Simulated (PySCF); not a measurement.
## Calculated NMR parameters of C/C=C\C=C\OC=O

| Quantity | Value |
| --- | --- |
| Formula | C6H8O2 |
| SMILES | C/C=C\C=C\OC=O |
| Point group of the computed structure | Cs |
| Degrees of unsaturation | 3 |
| Carbon signals | 6 |
| Proton signals | 6 |

Molfile (atoms numbered from 1):
```
C6H8O2
     RDKit          3D

 16 15  0  0  0  0  0  0  0  0999 V2000
   -2.8181    0.7544    0.0672 C   0  0  0  0  0  0  0  0  0  0  0  0
   -2.1758   -0.5819   -0.0755 C   0  0  0  0  0  0  0  0  0  0  0  0
   -0.8697   -0.8617   -0.0767 C   0  0  0  0  0  0  0  0  0  0  0  0
    0.2078    0.0848    0.0593 C   0  0  0  0  0  0  0  0  0  0  0  0
    1.4882   -0.2859    0.0448 C   0  0  0  0  0  0  0  0  0  0  0  0
    2.4947    0.6493    0.1775 O   0  0  0  0  0  0  0  0  0  0  0  0
    3.7545    0.2325    0.1591 C   0  0  0  0  0  0  0  0  0  0  0  0
    4.1402   -0.8925    0.0366 O   0  0  0  0  0  0  0  0  0  0  0  0
   -2.0941    1.5545    0.1782 H   0  0  0  0  0  0  0  0  0  0  0  0
   -3.4759    0.7544    0.9366 H   0  0  0  0  0  0  0  0  0  0  0  0
   -3.4369    0.9604   -0.8065 H   0  0  0  0  0  0  0  0  0  0  0  0
   -2.8743   -1.4011   -0.1888 H   0  0  0  0  0  0  0  0  0  0  0  0
   -0.5604   -1.8923   -0.1910 H   0  0  0  0  0  0  0  0  0  0  0  0
   -0.0235    1.1323    0.1765 H   0  0  0  0  0  0  0  0  0  0  0  0
    1.8245   -1.3084   -0.0671 H   0  0  0  0  0  0  0  0  0  0  0  0
    4.4112    1.1103    0.2765 H   0  0  0  0  0  0  0  0  0  0  0  0
  1  2  1  0
  2  3  2  0
  3  4  1  0
  4  5  2  0
  5  6  1  0
  6  7  1  0
  7  8  2  0
  1  9  1  0
  1 10  1  0
  1 11  1  0
  2 12  1  0
  3 13  1  0
  4 14  1  0
  5 15  1  0
  7 16  1  0
M  END
```

[PySCF: PBE0/pcSseg-1 with gauge-including orbitals; structure optimised with GFN2-xTB; gas phase; equivalent nuclei averaged; relativity neglected; one conformer]

Shifts are taken against calculated references (same method and geometry level): 1H, 13C against TMS; H2O for 17O.

```tsv
carbon	δC, type	δH (multiplicity)	HMBC from (2–3 bonds)	span of the C tensor (ppm)
C1	17.0, CH3	1.98 (d)	H13, H12	31
C2	137.4, CH	5.91 (m)	H14, H13, H9/H10/H11	219
C3	130.2, CH	6.18 (m)	H15, H14, H12, H9/H10/H11	203
C4	118.2, CH	6.76 (m)	H15, H13, H12	193
C5	145.2, CH	8.11 (d)	H16, H14, H13	174
C7	161.5, CH	8.06 (s)	H15	163
```

Other nuclei:
```tsv
atoms	nucleus	environment	δ (ppm)	σ (ppm)
O8	17O	ester carbonyl oxygen	443.7	-107.6
O6	17O	ester alkoxy oxygen	258.0	78.1
```

1. Carbon types of the structure: 5 × CH, 1 × CH3, which accounts for all hydrogens.
2. δC 161.5: ester carbonyl carbon; lone-pair donation from the attached heteroatom keeps it upfield of a ketone carbonyl.
3. δC 145.2: alkene carbon bearing oxygen; an sp2 carbon further deshielded by the attached heteroatom.
4. δC 137.4, 130.2: alkene CH; the olefinic region.
5. δC 118.2: β carbon of an enol-ether or enamine type C=C.
6. δH 1.98: hydrogen on an allylic methyl carbon; allylic position.

Shifts are as computed. Against solution values, carbons near 30 ppm lie about +3 ppm off and those near 130 ppm about +5 ppm (rms about the fit 2.1 ppm; single classes can miss by 10 ppm). Of 1328 compounds with measured shifts, 309 miss one by over three times the rms of a fit or turn the order of signals round; such compounds aren't used in these exercises. Signals without a measured value on file couldn't be tested in this way; 1H shifts scatter by 0.2 ppm about their fit, and single ones miss by 0.5 ppm. Unscaled 17O shifts of doubly bonded oxygen tend to come out too high, by tens of ppm or more. Experimental scales use liquid or dissolved standards, which lie at an offset from isolated H2O (liquid H2O: subtract about 36 ppm). No couplings were computed; multiplicities are counted from neighbouring protons, with m where these are inequivalent, close in shift, in a saturated or five-membered ring or joined by F or P, and br s for small geminal =CH2 splittings.
